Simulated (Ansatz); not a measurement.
A CCSD(T) single point on H₄S₄Ti, SMILES `[SH][Ti]([SH])([SH])[SH]`.

```yaml
crystal:
  periodic: [false, false, false]
  atoms:
    - {symbol: S, position_ang: [-1.998031, -0.761281, 0.887018]}
    - {symbol: Ti, position_ang: [-0.042378, -0.246169, -0.136255]}
    - {symbol: S, position_ang: [1.605852, -1.285118, 1.030687]}
    - {symbol: S, position_ang: [-0.100061, -1.144037, -2.205092]}
    - {symbol: S, position_ang: [0.206668, 2.011524, -0.342152]}
    - {symbol: H, position_ang: [-2.609831, 0.239504, 0.219473]}
    - {symbol: H, position_ang: [1.646754, -0.284460, 1.934362]}
    - {symbol: H, position_ang: [1.155281, -0.675904, -2.387131]}
    - {symbol: H, position_ang: [0.135747, 2.145932, 0.999090]}
basis:
  gaussian: {orbitals: def2-TZVPP}
correlation: {method: ccsd_t}
```

```sh
$ ansatz run in.yaml --threads 2 --pin off --events-out ev --progress --plain --max-ram 32768MiB --backend cuda --devices 0, --max-vram 18GiB
```

Output of Ansatz, abridged:

```
Functional definition: HF
1705 factors; integrals over basis functions are off by at most 1.3e-3 eV
mean field evaluation 1: about -66418.2696 eV, gradient 4.3e1 eV
mean field evaluation 2: about -66418.5857 eV, gradient 4.3e1 eV
mean field evaluation 4: about -66423.9103 eV, gradient 6.0e0 eV
mean field evaluation 8: about -66424.1206 eV, gradient 1.0e0 eV
mean field evaluation 16: about -66424.1321 eV, gradient 2.3e-6 eV
mean field -66424.13209972 eV, -2441.0418307708 hartree, gradient 2.5e-6 eV, S^2 0.000000; 0 other end points of the search recorded, 0 dependent functions left out
25 core orbitals not correlated: weight in the atoms' cores, before any rotation towards them, 1.000 or more for the frozen orbitals, at most 0.000 for the correlated occupied ones
reference -66424.13209972 eV, -2441.0418307708 hartree; 20, 20 occupied and 243, 243 virtual orbitals, 1705 factors
second order -32.11715273 eV of doubles, -0.00000000 eV of singles
cycle   1  -31.10024697 eV  change     1.0e0 eV  update   3.5e-1
cycle   2  -32.75905273 eV  change    -1.7e0 eV  update   3.3e-1
cycle   3  -33.16628744 eV  change   -4.1e-1 eV  update   7.7e-2
cycle   4  -33.18751563 eV  change   -2.1e-2 eV  update   3.4e-2
cycle   5  -33.16997293 eV  change    1.8e-2 eV  update   1.6e-2
cycle   6  -33.16084619 eV  change    9.1e-3 eV  update   7.5e-3
cycle   7  -33.15939576 eV  change    1.5e-3 eV  update   4.4e-3
cycle   8  -33.15984161 eV  change   -4.5e-4 eV  update   2.3e-3
cycle   9  -33.16146098 eV  change   -1.6e-3 eV  update   1.0e-3
cycle  10  -33.16254068 eV  change   -1.1e-3 eV  update   3.9e-4
cycle  11  -33.16225112 eV  change    2.9e-4 eV  update   2.0e-4
cycle  12  -33.16189507 eV  change    3.6e-4 eV  update   9.9e-5
cycle  13  -33.16201579 eV  change   -1.2e-4 eV  update   6.5e-5
cycle  14  -33.16187973 eV  change    1.4e-4 eV  update   4.2e-5
cycle  15  -33.16187950 eV  change    2.3e-7 eV  update   1.9e-5
perturbative correction -2.22115941 eV, -0.0816261029 hartree
Total energy: -66459.51513863 eV, -2442.3421334674 hartree
```

Hardware: 2 threads of an AMD EPYC 7R13 on a shared host and a share of an NVIDIA H100 80 GB. Wall time 16 s, peak host memory 1.2 GiB.

Correlation energy per correlated electron: -0.885 eV. T1 diagnostic: 0.0290.
